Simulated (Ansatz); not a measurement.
`[CH3][GeH]([Cl])[Cl]` + HCl → `[Cl][GeH]([Cl])[Cl]` + CH₄ at 500 K and 1 bar (ligand exchange at a Ge–C bond).

Calculated with Ansatz (gas phase, PBE0-D4/def2-TZVP geometries, no zero-point term in ΔE). CCSD(T)/CBS adds triple-zeta CCSD(T) − MP2 to the extrapolated MP2 energy (def2 sets, frozen cores). This one scheme is used for every species. For Ge outer-core shells are correlated without core-valence functions, which leaves a few kJ/mol of doubt a bond. Scalar relativity is left out up to krypton.

```
               species  CCSD(T)/CBS energy (Eh)  H − E (kJ/mol)  S (J/(mol·K))
`[CH3][GeH]([Cl])[Cl]`              -3036.22487           166.1          401.1
                   HCl               -460.38127            32.5          201.9
 `[Cl][GeH]([Cl])[Cl]`              -3456.16971            67.7          374.5
                   CH₄                -40.46206           135.6          206.8
```

H − E and S are ideal-gas, rigid-rotor, harmonic terms from PBE0-D4/def2-TZVP. 1 Eh = 2625.50 kJ/mol, R = 8.31446 J/(mol·K).

By hand: ΔE, ΔH, ΔS and ΔG.

ΔE = (-3456.16971) + (-40.46206) − (-3036.22487) − (-460.38127) = -0.02563 Eh = -67.3 kJ/mol. Δ(H − E) = 67.7 + 135.6 − 166.1 − 32.5 = 4.7, so ΔH = -62.6 kJ/mol. ΔS = 374.5 + 206.8 − 401.1 − 201.9 = -21.7 J/(mol·K). ΔG = -62.6 − 500 × (-21.7)/1000 = -51.8 kJ/mol.

By hand: the equilibrium constant, and the temperature at which ΔG would vanish if ΔH and ΔS stayed fixed.

log₁₀ K = −ΔG/(RT ln 10) = 5.4. ΔG = 0 at ΔH/ΔS = 2885 K, far beyond where these terms or the molecules hold.

ΔH outweighs TΔS. A doubt of 5 kJ/mol in ΔE shifts log₁₀ K by 0.5 here. These are equilibria of isolated gas molecules and say nothing of rates. Largest T1 diagnostic: 0.009 (customary marks: 0.02 for closed shells, 0.045 for open ones).
